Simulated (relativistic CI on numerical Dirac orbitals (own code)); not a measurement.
# Pd³⁺: L2,3 absorption edge

Computed with this model: Dirac-Coulomb-Breit CI, KLI orbitals optimised for each configuration, QED by a radiative potential, valence Slater integrals scaled by 0.8, multiplet model of core-to-valence dipole absorption; configurations [Kr] 4d7 → [He] 2s2 2p5 3s2 3p6 3d10 4s2 4p6 4d8; 300 K; Lorentzian 1.6 eV and Gaussian 0.5 eV FWHM. Energies are those of the free ion, without screening or charge transfer. The branching ratio is the share of the lower-energy edge in the whole absorption, uncertain by about 0.02 where the edges overlap. S is read from ⟨S²⟩ = S(S + 1).

Field parameters in Wybourne normalisation: Oh B⁴₀ = 21Dq, B⁴₄ = √(5/14) B⁴₀. The field is a parameter set, without covalency.

Peaks in eV (height, largest 100): 3179.2 (100), 3335.0 (30), 3336.5 (31).

Task: Which surroundings give this spectrum?
A. Oh, 10Dq = 13500 cm⁻¹
B. Oh, 10Dq = 36050 cm⁻¹
C. Oh, 10Dq = 28550 cm⁻¹
D. free ion

Result: B. Oh, 10Dq = 36050 cm⁻¹, where the ground state has S = 0.52.
